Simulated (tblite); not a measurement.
Record of a relaxation.

Species: C₆H₉FOSi.
Atom-mapped SMILES: `[CH3:1][SiH2:2][c:3]1[cH:4][cH:5][c:6]([CH2:7][F:8])[o:9]1` (hydrogens: H10, H11, H12 on C1; H13, H14 on Si2; H15 on C4; H16 on C5; H17, H18 on C7)

Computed with GFN2-xTB (tblite), gas phase: L-BFGS steps from a force-field or distance-geometry start until the largest atomic force falls under 0.01 eV/Å. 8 of its 73 geometries are shown.

Step 0: E = -760.1285 eV, largest atomic force 3.018 eV/Å
```
atom  x, y, z in Å  |  force x, y, z in eV/Å
C1      3.195   -0.254    0.542    0.394   0.760   0.781
Si2     1.954    0.780   -0.434    0.843   1.184   0.051
C3      0.266    0.077   -0.343   -0.533  -1.495  -0.604
C4     -0.203   -1.150   -0.753    0.275  -0.569  -0.100
C5     -1.574   -1.175   -0.458   -0.531  -0.873  -0.373
C6     -1.883    0.041    0.082   -0.232  -0.931  -0.156
C7     -3.178    0.583    0.567    0.092   0.989   0.765
F8     -3.854    1.239   -0.451    0.003  -0.239   0.133
O9     -0.764    0.739    0.134   -0.111   2.803   1.114
H10     4.197    0.103    0.219   -0.562  -0.742   0.247
H11     3.056   -1.338    0.413    0.352   0.649   0.293
H12     3.107    0.079    1.615    0.125  -0.876  -0.926
H13     1.921    2.160    0.144   -0.071  -0.403  -0.176
H14     2.485    0.873   -1.795   -0.183  -0.028  -0.204
H15     0.384   -1.944   -1.184   -0.166   0.144   0.064
H16    -2.269   -1.984   -0.632    0.219   0.159   0.000
H17    -3.005    1.378    1.358   -0.116  -0.742  -0.650
H18    -3.843   -0.203    0.964    0.201   0.208  -0.258
```

Step 10: E = -760.4224 eV, largest atomic force 0.121 eV/Å
```
atom  x, y, z in Å  |  force x, y, z in eV/Å
C1      3.214   -0.206    0.568   -0.072   0.023  -0.069
Si2     1.977    0.839   -0.440   -0.012  -0.073   0.035
C3      0.260    0.060   -0.362    0.039   0.042   0.029
C4     -0.212   -1.166   -0.751    0.061  -0.002   0.018
C5     -1.590   -1.191   -0.459   -0.042   0.037  -0.038
C6     -1.882    0.028    0.086    0.049   0.033   0.038
C7     -3.167    0.600    0.577    0.062  -0.032  -0.038
F8     -3.854    1.223   -0.450   -0.001  -0.004   0.034
O9     -0.765    0.783    0.147    0.043  -0.001  -0.017
H10     4.231    0.029    0.263   -0.019  -0.008   0.069
H11     3.067   -1.273    0.423   -0.014   0.037  -0.031
H12     3.130   -0.007    1.633    0.014  -0.003  -0.031
H13     1.887    2.186    0.132   -0.025  -0.021  -0.050
H14     2.422    0.876   -1.846   -0.079   0.007   0.091
H15     0.367   -1.953   -1.187    0.015  -0.035  -0.023
H16    -2.280   -1.990   -0.637   -0.013  -0.033   0.003
H17    -2.988    1.362    1.342   -0.020  -0.012  -0.030
H18    -3.825   -0.192    0.950    0.013   0.044   0.011
```

Step 21: E = -760.4285 eV, largest atomic force 0.048 eV/Å
```
atom  x, y, z in Å  |  force x, y, z in eV/Å
C1      3.207   -0.205    0.567    0.001  -0.004   0.002
Si2     1.974    0.841   -0.430   -0.028   0.022  -0.022
C3      0.272    0.048   -0.347   -0.006  -0.006  -0.012
C4     -0.203   -1.174   -0.747   -0.003  -0.002   0.010
C5     -1.586   -1.188   -0.467    0.024  -0.020  -0.007
C6     -1.870    0.031    0.085    0.009  -0.029   0.007
C7     -3.153    0.605    0.573    0.005  -0.009   0.007
F8     -3.850    1.219   -0.451    0.007  -0.001   0.001
O9     -0.750    0.777    0.156    0.000  -0.002   0.003
H10     4.228    0.029    0.283    0.002   0.017   0.029
H11     3.056   -1.267    0.400   -0.005  -0.010  -0.013
H12     3.111   -0.025    1.635    0.002  -0.009  -0.007
H13     1.861    2.197    0.114    0.003  -0.015   0.002
H14     2.380    0.879   -1.841    0.014   0.004  -0.010
H15     0.373   -1.962   -1.190   -0.029   0.026   0.028
H16    -2.277   -1.987   -0.641    0.007   0.025  -0.012
H17    -2.977    1.372    1.334    0.011   0.005  -0.020
H18    -3.807   -0.184    0.956   -0.015   0.007   0.015
```

Step 31: E = -760.4307 eV, largest atomic force 0.032 eV/Å
```
atom  x, y, z in Å  |  force x, y, z in eV/Å
C1      3.196   -0.203    0.564    0.010  -0.010   0.006
Si2     1.970    0.846   -0.438   -0.002   0.019   0.009
C3      0.275    0.042   -0.340   -0.004  -0.012  -0.012
C4     -0.199   -1.179   -0.742   -0.015  -0.008  -0.002
C5     -1.582   -1.193   -0.466    0.006  -0.005  -0.007
C6     -1.865    0.022    0.093   -0.006  -0.011  -0.015
C7     -3.145    0.607    0.577    0.010  -0.003   0.000
F8     -3.838    1.206   -0.459   -0.006   0.001   0.020
O9     -0.746    0.768    0.168   -0.007  -0.018  -0.006
H10     4.222    0.048    0.312    0.004   0.011   0.012
H11     3.058   -1.262    0.367    0.017  -0.010  -0.004
H12     3.074   -0.049    1.632   -0.006  -0.010  -0.004
H13     1.850    2.198    0.110    0.007   0.005   0.001
H14     2.378    0.887   -1.848    0.005   0.000  -0.005
H15     0.379   -1.969   -1.180   -0.018   0.023  -0.001
H16    -2.277   -1.985   -0.662    0.016   0.009   0.026
H17    -2.954    1.389    1.319   -0.022   0.007  -0.018
H18    -3.806   -0.166    0.981    0.013   0.011   0.002
```

Step 41: E = -760.4339 eV, largest atomic force 0.069 eV/Å
```
atom  x, y, z in Å  |  force x, y, z in eV/Å
C1      3.190   -0.206    0.560    0.008  -0.012   0.024
Si2     1.967    0.849   -0.442    0.027  -0.023   0.020
C3      0.275    0.036   -0.352   -0.011   0.005  -0.021
C4     -0.201   -1.186   -0.750   -0.031   0.003   0.019
C5     -1.582   -1.204   -0.460   -0.010   0.026   0.011
C6     -1.866    0.013    0.098   -0.007   0.012  -0.028
C7     -3.139    0.619    0.581    0.047  -0.026  -0.005
F8     -3.856    1.175   -0.465    0.022  -0.054   0.037
O9     -0.745    0.761    0.161   -0.017  -0.018  -0.014
H10     4.217    0.105    0.392   -0.015   0.020  -0.021
H11     3.117   -1.258    0.298    0.002   0.015  -0.016
H12     2.999   -0.123    1.627   -0.012  -0.011   0.017
H13     1.854    2.201    0.110   -0.014  -0.021   0.007
H14     2.387    0.903   -1.847   -0.001  -0.008  -0.022
H15     0.370   -1.976   -1.197   -0.017   0.034   0.023
H16    -2.272   -2.006   -0.641    0.018   0.055   0.016
H17    -2.931    1.436    1.280   -0.014  -0.036  -0.017
H18    -3.792   -0.134    1.036    0.024   0.037  -0.028
```

Step 51: E = -760.4383 eV, largest atomic force 0.046 eV/Å
```
atom  x, y, z in Å  |  force x, y, z in eV/Å
C1      3.181   -0.213    0.565    0.010  -0.003  -0.008
Si2     1.969    0.841   -0.449    0.007  -0.009   0.004
C3      0.273    0.038   -0.382   -0.006   0.001  -0.003
C4     -0.209   -1.188   -0.759   -0.005  -0.006   0.010
C5     -1.585   -1.202   -0.450   -0.008   0.009   0.021
C6     -1.859    0.022    0.094   -0.002   0.008   0.014
C7     -3.125    0.629    0.585    0.010   0.003  -0.005
F8     -3.881    1.104   -0.471   -0.033  -0.012   0.029
O9     -0.739    0.771    0.133   -0.002  -0.003   0.004
H10     4.186    0.193    0.504    0.015  -0.007   0.009
H11     3.216   -1.236    0.202    0.005  -0.006  -0.012
H12     2.903   -0.249    1.615   -0.009   0.012  -0.010
H13     1.843    2.183    0.124   -0.007   0.014   0.000
H14     2.401    0.908   -1.851    0.013  -0.003   0.002
H15     0.358   -1.979   -1.206    0.006  -0.015   0.007
H16    -2.280   -2.003   -0.599    0.008   0.009  -0.026
H17    -2.910    1.490    1.227   -0.015  -0.003  -0.005
H18    -3.750   -0.102    1.108    0.013   0.011  -0.030
```

Step 62: E = -760.4397 eV, largest atomic force 0.014 eV/Å
```
atom  x, y, z in Å  |  force x, y, z in eV/Å
C1      3.185   -0.215    0.561    0.003  -0.006   0.005
Si2     1.974    0.839   -0.453   -0.011  -0.001   0.002
C3      0.276    0.038   -0.384   -0.005   0.005  -0.001
C4     -0.210   -1.189   -0.753    0.001   0.003  -0.005
C5     -1.587   -1.195   -0.447    0.001  -0.007  -0.005
C6     -1.858    0.033    0.089    0.005   0.000  -0.003
C7     -3.125    0.633    0.585   -0.002   0.004  -0.002
F8     -3.910    1.077   -0.463   -0.010  -0.006  -0.005
O9     -0.736    0.778    0.124    0.003   0.007   0.010
H10     4.184    0.210    0.544   -0.006   0.002   0.000
H11     3.252   -1.227    0.169   -0.001  -0.003   0.000
H12     2.874   -0.287    1.600    0.012  -0.005  -0.001
H13     1.834    2.179    0.123    0.011   0.007  -0.006
H14     2.417    0.907   -1.851   -0.003   0.004   0.000
H15     0.353   -1.988   -1.192    0.007   0.001   0.009
H16    -2.284   -1.992   -0.602   -0.010  -0.008  -0.005
H17    -2.918    1.507    1.210    0.004   0.000   0.004
H18    -3.729   -0.101    1.128    0.000   0.003   0.002
```

Step 72: E = -760.4401 eV, largest atomic force 0.009 eV/Å
```
atom  x, y, z in Å  |  force x, y, z in eV/Å
C1      3.185   -0.219    0.561    0.001  -0.001  -0.001
Si2     1.974    0.839   -0.450   -0.003   0.002   0.001
C3      0.275    0.039   -0.382   -0.001   0.004   0.004
C4     -0.210   -1.188   -0.751    0.003   0.003   0.001
C5     -1.588   -1.193   -0.450    0.004  -0.004   0.001
C6     -1.860    0.035    0.085    0.001   0.000  -0.006
C7     -3.127    0.634    0.585    0.000   0.002  -0.005
F8     -3.924    1.063   -0.461   -0.003  -0.005  -0.007
O9     -0.738    0.780    0.123   -0.001   0.002   0.006
H10     4.180    0.217    0.555    0.001  -0.001   0.000
H11     3.265   -1.224    0.157   -0.003   0.000  -0.001
H12     2.870   -0.306    1.597    0.003   0.002  -0.003
H13     1.842    2.183    0.117    0.001  -0.002   0.008
H14     2.417    0.909   -1.849   -0.003  -0.007  -0.003
H15     0.357   -1.988   -1.182   -0.004   0.003  -0.001
H16    -2.286   -1.990   -0.607    0.002  -0.003   0.000
H17    -2.918    1.515    1.199   -0.002  -0.001   0.003
H18    -3.723   -0.098    1.139    0.003   0.005   0.004
```

Q: Summarise the path.

A: The energy falls by 30.06 kJ/mol from step 0 to step 72; nine tenths of that is first reached at step 6. It falls at every step. The largest force goes from 3.018 to 0.009 eV/Å. Among the bonds Si2–C3 changes most, from 1.831 to 1.879 Å; the atoms move by 0.188 Å rms after alignment.

What follows is the cost of the whole relaxation. Hardware: one thread, Arm Neoverse N1 (aarch64), shared host. Cost: 0.93 s wall.
